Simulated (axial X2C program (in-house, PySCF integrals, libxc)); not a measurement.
Spectroscopic constants of CuH⁻

Calculated with an in-house all-electron X2C program for linear molecules (integrals from PySCF). Spin-free means the one-electron spin-free X2C Hamiltonian; two-component (2c) means X2C with spin–orbit coupling and atomic mean-field two-electron Coulomb and Gaunt terms, so the difference of the two also holds small scalar two-electron terms. Basis: Cu dyall-acv3z [10s10p7d4f2g], H dyall-av3z [7s3p2d] (cores contracted in-house); Gaussian nuclei, density fitting, unrestricted open shells. Masses: Cu 62.930 u, H 1.008 u.

Input:
```json
{
 "zs": [
  29,
  1
 ],
 "q": -1,
 "bas": [
  "dyall-acv3z",
  "dyall-av3z"
 ],
 "levels": [
  "PBE0",
  "HF",
  "r2SCAN"
 ],
 "cc": true,
 "r0": 1.44,
 "thr": -2.0,
 "nmax": 90,
 "npts": 10,
 "nst": 2,
 "ntry": 6
}
```
```bash
python so2c.py task.json out
```

Keys: zs atomic numbers; q charge; bas basis sets; levels methods; cc coupled cluster on or off; r0 starting distance in Å; thr threshold in hartree for freezing inner shells (an s shell follows its p shell); nmax most natural virtual spinors; npts points on the curve; nst determinants followed; ntry starts of the search. HF also brings MP2.

State, spin-free: M_S = 1/2, Λ = 0 (beyond evenly filled blocks: σα); electrons by block: σα: 8, σβ: 7, π+α: 3, π+β: 3, π-α: 3, π-β: 3, δ+α: 1, δ+β: 1, δ-α: 1, δ-β: 1. Fragments: Cu- + H.

State, 2c: Ω = 1/2 (⟨Sz⟩ = 0.50, ⟨Lz⟩ = 0.00 at PBE0); electrons by block: 1/2: 11, -1/2: 10, 3/2: 4, -3/2: 4, 5/2: 1, -5/2: 1. Fragments: Cu- + H.

| Hamiltonian | level | Re (Å) | ωe (cm⁻¹) | ωexe (cm⁻¹) | αe (cm⁻¹) | De (eV) | D0 (eV) | k (mdyn/Å) | μ (D) |
| --- | --- | --- | --- | --- | --- | --- | --- | --- | --- |
| spin-free | PBE0 | 1.523 | 1647.0 | 47.2 | 0.313 | 2.08 | 1.98 | 1.59 | 3.55 |
| spin-free | HF | 1.606 | 1413.0 | 40.9 | 0.286 | 1.59 | 1.51 | 1.17 | 4.25 |
| spin-free | MP2 | 1.484 | 1785.4 | 50.7 | 0.328 | 2.11 | 2.00 | 1.86 | n/a |
| spin-free | CCSD | 1.540 | 1561.5 | 54.6 | 0.332 | 1.96 | 1.86 | 1.43 | n/a |
| spin-free | CCSD(T) | 1.530 | 1608.9 | 55.4 | 0.33 | n/a | n/a | 1.51 | n/a |
| spin-free | r2SCAN | 1.507 | 1705.0 | 49.5 | 0.319 | 2.30 | 2.19 | 1.7 | 2.89 |
| 2c | PBE0 | 1.523 | 1646.2 | 47.2 | 0.313 | 2.08 | 1.98 | 1.58 | 3.55 |
| 2c | HF | 1.606 | 1411.9 | 40.8 | 0.286 | 1.59 | 1.51 | 1.17 | 4.26 |
| 2c | MP2 | 1.484 | 1784.0 | 50.7 | 0.328 | 2.11 | 2.00 | 1.86 | n/a |
| 2c | CCSD | 1.540 | 1558.5 | 54.9 | 0.334 | 1.96 | 1.86 | 1.42 | n/a |
| 2c | CCSD(T) | 1.530 | 1606.3 | 55.8 | 0.331 | n/a | n/a | 1.51 | n/a |
| 2c | r2SCAN | 1.507 | 1704.0 | 49.4 | 0.319 | 2.30 | 2.19 | 1.7 | 2.90 |

Correlated methods: 13 electrons correlated (number of frozen shells: Cu 3 s, 2 p; H none), 229 virtual spin orbitals or spinors in MP2, 90 natural virtuals in coupled cluster.

Dipoles are positive if H is the positive end and refer to the centre of mass.

Occupations by symmetry block were frozen at the best pattern of an incomplete PBE0 search. De is counted from the lowest determinant-based energies of the atoms at the same level, without counterpoise correction. De is not given where an atomic determinant may have missed its ground term or J level, or where the truncated virtual space spoils (T). Density functionals use the spin component along the axis (collinear). Coupled cluster ran in a truncated set of natural virtual spinors; the MP2 energy of the rest was added. (T) has no such correction and the atoms are truncated less, which lowers De at CCSD(T) by a hundredth of an eV or more. The highest occupied level of some functionals is positive through self-interaction error; at Hartree–Fock it is bound. The T1 diagnostic is large, a sign of multireference character. Hartree–Fock gets electron affinities wrong, so its lowest charge split need not be the true one.

Rough cost a point (2c) on 1 thread(s) of a shared host, integrals apart: PBE0 0.4 s, HF 0.23 s, CCSD(T) 7 s, r2SCAN 0.7 s.
